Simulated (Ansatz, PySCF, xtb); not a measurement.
Reaction (SMILES): II [molecular iodine] + [H][H] (H2) → 2 I (HI)
Geometries: B3LYP-D3(BJ)/def2-TZVP minima from Ansatz (an electronic-structure program).

Quantity: energy of full hydrogenation (enthalpy at 298 K, with B3LYP-D3(BJ) rigid-rotor harmonic-oscillator terms from PySCF), in kcal/mol. Cores are frozen in the correlated levels unless marked. Spin-orbit coupling is left out. Frozen are the shells of the preceding noble gas and the d and f shells that filled before the atom's block. Past Kr the def2 sets carry scalar-relativistic core potentials. STO-3G rows are all-electron and non-relativistic. CBS(X,Y): correlation extrapolated as X^-3; Hartree-Fock from the larger set.

From measured enthalpies of formation at 298 K: -2.3 kcal/mol (II 14.9, ATcT 1.112; [H][H] (H2) 0.0, ATcT 1.112; I (HI) 6.3, ATcT 1.112). It holds spin-orbit effects, which the calculations lack, and core correlation, which the frozen-core levels lack.

```json
[
 {"level": "GFN1-xTB", "program": "xtb", "energy of full hydrogenation (kcal/mol)": "-24.9", "error against measurement": "-22.6"},
 {"level": "PBE-D3(BJ)/def2-TZVPD", "program": "Ansatz + dftd3", "energy of full hydrogenation (kcal/mol)": "-2.5", "error against measurement": "-0.2"},
 {"level": "TPSS-D3(BJ)/def2-TZVPD", "program": "PySCF + dftd3", "energy of full hydrogenation (kcal/mol)": "-0.1", "error against measurement": "2.2"},
 {"level": "M06-L-D4/def2-TZVPD", "program": "PySCF + dftd4", "energy of full hydrogenation (kcal/mol)": "-5.6", "error against measurement": "-3.3"},
 {"level": "r2SCAN-D3(BJ)/def2-TZVPD", "program": "Ansatz + dftd3", "energy of full hydrogenation (kcal/mol)": "-3.8", "error against measurement": "-1.5"},
 {"level": "PBE0-D4/def2-TZVPD", "program": "Ansatz + dftd4", "energy of full hydrogenation (kcal/mol)": "-4.0", "error against measurement": "-1.7"},
 {"level": "PBE0/def2-QZVPP", "program": "Ansatz", "energy of full hydrogenation (kcal/mol)": "-4.5", "error against measurement": "-2.2"},
 {"level": "PW6B95-D4/def2-TZVPD", "program": "PySCF + dftd4", "energy of full hydrogenation (kcal/mol)": "-3.2", "error against measurement": "-0.9"},
 {"level": "PW6B95/def2-TZVPD", "program": "PySCF", "energy of full hydrogenation (kcal/mol)": "-3.4", "error against measurement": "-1.1"},
 {"level": "MN15-D3(BJ)/def2-TZVPD", "program": "PySCF + dftd3", "energy of full hydrogenation (kcal/mol)": "-3.4", "error against measurement": "-1.1"},
 {"level": "CAM-B3LYP-D3(BJ)/def2-TZVPD", "program": "Ansatz + dftd3", "energy of full hydrogenation (kcal/mol)": "-5.7", "error against measurement": "-3.4"},
 {"level": "B2GP-PLYP-D3(BJ)/def2-TZVPD", "program": "Ansatz + dftd3", "energy of full hydrogenation (kcal/mol)": "-1.6", "error against measurement": "0.7"},
 {"level": "PBE-QIDH/def2-TZVPD", "program": "Ansatz", "energy of full hydrogenation (kcal/mol)": "-5.3", "error against measurement": "-3.0"},
 {"level": "MP2/STO-3G", "program": "Ansatz", "energy of full hydrogenation (kcal/mol)": "7.0", "error against measurement": "9.3"},
 {"level": "MP2/def2-TZVPPD", "program": "Ansatz", "energy of full hydrogenation (kcal/mol)": "-5.7", "error against measurement": "-3.4"},
 {"level": "RI-MP2/def2-QZVPPD", "program": "Ansatz", "energy of full hydrogenation (kcal/mol)": "-3.5", "error against measurement": "-1.2"},
 {"level": "SCS-MP2/def2-TZVPP", "program": "Ansatz", "energy of full hydrogenation (kcal/mol)": "-6.1", "error against measurement": "-3.8"},
 {"level": "SCS-MP2/def2-TZVPPD", "program": "Ansatz", "energy of full hydrogenation (kcal/mol)": "-5.8", "error against measurement": "-3.5"},
 {"level": "CCSD/def2-TZVPPD", "program": "Ansatz", "energy of full hydrogenation (kcal/mol)": "-7.4", "error against measurement": "-5.1"},
 {"level": "CCSD(T)/def2-QZVPPD", "program": "Ansatz", "energy of full hydrogenation (kcal/mol)": "-4.5", "error against measurement": "-2.2"},
 {"level": "CCSD(T)/CBS(def2-TZVPPD,def2-QZVPPD)", "program": "Ansatz", "energy of full hydrogenation (kcal/mol)": "-3.4", "error against measurement": "-1.1"}
]
```
